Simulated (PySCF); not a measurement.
19F chemical shifts

- NMR shieldings at PBE0/pcSseg-1/GIAO
- geometry: PBE0-D3(BJ)/def2-SVP
- run in PySCF 2.14
- gas phase, relativity neglected, rapidly exchanging positions averaged, one conformer

Shieldings were converted by a linear fit to measured shifts: 19F: δ = 159.56 − 0.939σ +15.2 on sp3 carbon (rms 6.8 ppm, 232 shifts, 7.9 ppm with the 7 outliers that the fit left out vs CFCl3, solution or neat liquid). A few per cent of atoms miss by over 2 rms, more outside the fitted compound classes.

Q: Give the 19F shifts of `Fc1ccccc1-c1ccccc1`, `Fc1ccc(-c2ccccc2)cc1`.

A: 
```json
{"compound": "Fc1ccccc1-c1ccccc1", "environment": "aryl fluorine", "δ (ppm)": "-119.2"}
{"compound": "Fc1ccc(-c2ccccc2)cc1", "environment": "aryl fluorine", "δ (ppm)": "-113.6"}
```

Q: Match the shifts -60.4, -81.1, -111.3 ppm to `Fc1cccc(-c2ccccc2)c1`, `C=C=C(C(F)(F)F)C(F)(F)F`, `FC(F)OBP`.

A: -60.4: C=C=C(C(F)(F)F)C(F)(F)F (fluorine of a CF3 group); -81.1: FC(F)OBP (fluorine of a CF2 group); -111.3: Fc1cccc(-c2ccccc2)c1 (aryl fluorine).
